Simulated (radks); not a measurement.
Initial-state core-level shifts of the mercury ion Hg2+ when its valence configuration changes from [Xe] 4f14 5d10. Method: non-relativistic Kohn-Sham, PBE, spin-unpolarised, spherical densities, point nucleus; relativity is left out, which matters for an element this heavy; computed with a radial shooting solver on a logarithmic mesh with Libxc functionals. Shifts are changes of the shell-averaged eigenvalues in eV (positive: less bound); the change of the density at the nucleus, which sets a Mossbauer isomer shift, is in e/bohr^3, on a base of 3.676e+05.

| valence | 2s | 2p | 3d | 5p | density at nucleus |
|---|---|---|---|---|---|
| 4f14 5d9 6p1 | -6.379 | -6.375 | -6.337 | -5.645 | +3.22 |
| 4f13.5 5d9 6s0.5 6p1 | -16.836 | -16.658 | -17.563 | -9.401 | +30.97 |
| 4f13 5d10 6s1 | -20.801 | -20.448 | -22.370 | -7.406 | +53.78 |
| 4f14 5d8 6s2 | -10.596 | -10.594 | -10.476 | -8.959 | +61.54 |
| 4f13.5 5d9 6s1.5 | -15.653 | -15.478 | -16.370 | -8.221 | +57.08 |
| 4f14 5d9 6s1 | -5.184 | -5.182 | -5.133 | -4.448 | +28.23 |
| 4f14 5d9.5 6s0.5 | -2.562 | -2.560 | -2.538 | -2.214 | +13.49 |
| 4f14 5d8 6p2 | -12.890 | -12.882 | -12.789 | -11.231 | +7.04 |
| 4f12 5d10 6s2 | -42.689 | -41.963 | -45.876 | -15.089 | +114.95 |
